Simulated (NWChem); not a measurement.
# Total energies of CF2

```
C
F 1 1.3225
F 1 1.3225 2 120.25
```
Charge 0, spin multiplicity 3.

Everything below was run with NWChem. The geometry was optimised at UPBE/def2-SVP, a minimum by its harmonic frequencies.

Basis set: cc-pVQZ (165 functions).

```json
[
 {"method": "UHF", "total energy (Ha)": "-236.72174", "relative cost": "1"},
 {"method": "UMP2", "total energy (Ha)": "-237.37623", "relative cost": "under 3"},
 {"method": "UB2PLYP", "total energy (Ha)": "-237.60854", "relative cost": "3"},
 {"method": "UPBE", "total energy (Ha)": "-237.50077", "relative cost": "under 3"},
 {"method": "UB3LYP", "total energy (Ha)": "-237.73021", "relative cost": "under 3"},
 {"method": "Ur2SCAN", "total energy (Ha)": "-237.63622", "relative cost": "under 3"}
]
```

Total energies of different functionals aren't comparable as a measure of quality: only differences taken within one method are. Costs are rough ratios of processor time within this set of runs, SCF included, with UHF as 1.

The correlated methods keep 3 core orbitals frozen. B3LYP has NWChem's definition, with VWN1-RPA local correlation. This spin state was chosen for the runs; another may lie lower. The structure started from a generated list of species. The unpaired electrons of the parent sit in orbitals of symmetry a1 and b2 (C2v labels of the run); other states weren't searched. No SCF solution was tested for a lower state. Open-shell Hartree-Fock references start from PBE0 orbitals; any time given for them includes that run.
